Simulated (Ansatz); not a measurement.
Input file for `B/C=C\[SiH](N)F`:

```yaml
crystal:
  periodic: [false, false, false]
  atoms:
    - {symbol: B, position_ang: [-0.252651, -2.293048, 0.498339]}
    - {symbol: C, position_ang: [0.686823, -1.224019, 1.084064]}
    - {symbol: C, position_ang: [0.653811, 0.058600, 0.674962]}
    - {symbol: Si, position_ang: [-0.427034, 0.741161, -0.687248]}
    - {symbol: N, position_ang: [0.102463, 2.333672, -0.961616]}
    - {symbol: F, position_ang: [-1.953279, 0.647739, -0.198104]}
    - {symbol: H, position_ang: [-0.338148, -3.383360, 0.982447]}
    - {symbol: H, position_ang: [-0.921514, -2.031635, -0.459555]}
    - {symbol: H, position_ang: [1.376995, -1.482080, 1.887846]}
    - {symbol: H, position_ang: [1.318373, 0.774319, 1.165286]}
    - {symbol: H, position_ang: [-0.364723, 0.024058, -1.976872]}
    - {symbol: H, position_ang: [0.309233, 2.964266, -0.204141]}
    - {symbol: H, position_ang: [-0.170048, 2.835627, -1.790610]}
basis:
  gaussian: {orbitals: def2-TZVPP}
correlation: {method: ccsd_t}
```

```sh
$ ansatz run in.yaml --threads 4 --pin off --events-out ev --progress --plain --max-ram 10444MiB
```

Output of Ansatz, abridged:

```
Functional definition: HF
  name "HF"
  cite "Fock, Z. Phys. 61, 126 (1930) doi:10.1007/BF01340294"
  parent pbe
  exchange = exact_x
  correlation = 0
1748 factors; integrals over basis functions are off by at most 1.0e-3 eV
mean field evaluation 1: about -14893.3972 eV, gradient 4.7e1 eV
mean field evaluation 2: about -14893.6513 eV, gradient 4.7e1 eV
mean field evaluation 4: about -14898.4812 eV, gradient 4.3e0 eV
mean field evaluation 8: about -14898.5512 eV, gradient 2.1e-1 eV
mean field -14898.55143991 eV, -547.5116668159 hartree, gradient 1.9e-6 eV, S^2 0.000000; 0 other end points of the search recorded, 0 dependent functions left out; unrestricted orbitals would lower it
10 core orbitals not correlated: weight in the atoms' cores, before any rotation towards them, 1.000 or more for the frozen orbitals, at most 0.000 for the correlated occupied ones
reference -14898.55143991 eV, -547.5116668159 hartree; 17, 17 occupied and 268, 268 virtual orbitals, 1748 factors
second order -27.17100118 eV of doubles, -0.00000000 eV of singles
cycle   1  -27.66572790 eV  change   -4.9e-1 eV  update   1.1e-1
cycle   2  -28.31008026 eV  change   -6.4e-1 eV  update   3.3e-2
cycle   3  -28.45349789 eV  change   -1.4e-1 eV  update   1.6e-2
cycle   4  -28.44245101 eV  change    1.1e-2 eV  update   4.0e-3
cycle   5  -28.44081207 eV  change    1.6e-3 eV  update   1.8e-3
cycle   6  -28.44175174 eV  change   -9.4e-4 eV  update   5.3e-4
cycle   7  -28.44169304 eV  change    5.9e-5 eV  update   2.5e-4
cycle   8  -28.44158132 eV  change    1.1e-4 eV  update   9.0e-5
cycle   9  -28.44160324 eV  change   -2.2e-5 eV  update   4.4e-5
cycle  10  -28.44162004 eV  change   -1.7e-5 eV  update   1.6e-5
perturbative correction -1.09820119 eV, -0.0403581494 hartree
Total energy: -14928.09126115 eV, -548.5972352234 hartree
```

Hardware: 4 threads of an Arm Neoverse V1 on a shared host. Wall time 15 min, peak host memory 3.9 GiB.

The correlation energy is -29.540 eV, 3.7 % of it from (T); the T1 diagnostic reads 0.0114.
